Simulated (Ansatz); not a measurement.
Molecule: C₄H₉GeNO (charge 0, singlet). 
Geometry from a B3LYP-D3(BJ)/def2-TZVP (Ansatz, a program for electronic structure) optimisation:
```
Ge
N 1 1.8677
C 2 1.1972 1 143.87
O 3 1.1739 1 161.10 2 180.00
C 1 1.9524 2 104.67 3 -180.00
H 5 1.0896 1 110.04 2 59.90
H 5 1.0896 6 108.73 1 120.59
H 5 1.0905 6 108.81 7 118.37
C 1 1.9575 2 106.61 3 60.27
H 9 1.0895 1 110.08 2 58.48
H 9 1.0897 10 108.82 1 120.92
H 9 1.0908 10 108.78 11 118.28
C 1 1.9575 2 106.61 3 -60.27
H 13 1.0895 1 110.08 2 -58.48
H 13 1.0897 14 108.82 1 -120.92
H 13 1.0908 14 108.78 15 -118.28
```
Charge 0, spin multiplicity 1.

Dipole moments at this geometry, in debye (magnitudes).

```tsv
level	program	dipole (D)
SVWN5/def2-TZVPD	Ansatz	3.92
PBE/def2-TZVPD	Ansatz	3.84
revPBE/def2-TZVPD	Ansatz	3.82
r2SCAN/def2-TZVPD	Ansatz	3.89
B97M-V/def2-TZVPD	Ansatz	3.85
PBE0/def2-TZVPD	Ansatz	3.96
BHLYP/def2-TZVPD	Ansatz	4.08
r2SCANh/def2-TZVPD	Ansatz	3.93
r2SCAN0/def2-TZVPD	Ansatz	3.99
HSE06/def2-TZVPD	Ansatz	3.95
CAM-B3LYP/def2-TZVPD	Ansatz	4.02
LC-wPBE/def2-TZVPD	Ansatz	3.99
CCSD(T)/aug-cc-pVDZ	Ansatz	3.88
```
